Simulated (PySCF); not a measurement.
# Simulated characterisation data

[PySCF 2.14: shielding tensors at PBE0/pcSseg-1 (GIAO); B3LYP/pcJ-1 coupling constants; geometry from PBE0-D3(BJ)/def2-SVP; a single conformation; gas phase; non-relativistic Hamiltonian; fast rotation and ring inversion assumed for equivalent nuclei]

References, each an isolated molecule treated in the same way: $^{1}$H and $^{13}$C vs TMS. Multiplet labels drop J under 1 Hz and among equivalent protons, and merge close values. Unscaled 3J(H,H) run several per cent high. Where no couplings were computed, multiplicities follow the n + 1 count of equivalent neighbours, and m marks all less simple cases (inequivalent or close neighbours, rings, F or P nearby). One-bond C–F couplings are unscaled and too large by tens of Hz. Carbons bonded to boron are broad in practice. Shifts are as computed. Against solution values, carbons near 30 ppm lie about +2 ppm off and those near 130 ppm about +5 ppm. Of 1211 compounds with measured shifts, 218 miss one by over three times the rms of a fit or turn the order of signals round; such compounds aren't used in these exercises.

Compound 1 (C$_{6}$H$_{13}$BO$_{2}$). $^{1}$H NMR (500 MHz, computed): δ 5.81 (m, 1H), 5.33 (m, 1H), 3.57 (s, 6H), 1.71 (d, 3H), 1.50 (d, 2H). $^{13}$C{$^{1}$H} NMR (computed): δ 136.8, 130.6, 51.7, 21.2, 20.9. Structure: SMILES C(/C=C/C)B(OC)OC.

Compound 2 (C$_{3}$H$_{2}$FN). $^{1}$H NMR (500 MHz, computed): δ 5.70 (dd, J = 8.9, 3.3 Hz, 1H), 5.56 (dd, J = 35.6, 3.3 Hz, 1H). $^{13}$C{$^{1}$H} NMR (computed): δ 147.1 (C, d, J = 332.1 Hz), 117.5 (C, d, J = 47.3 Hz), 116.1 (CH2, d, J = 19.6 Hz). Structure: `N#CC(=C)F`.
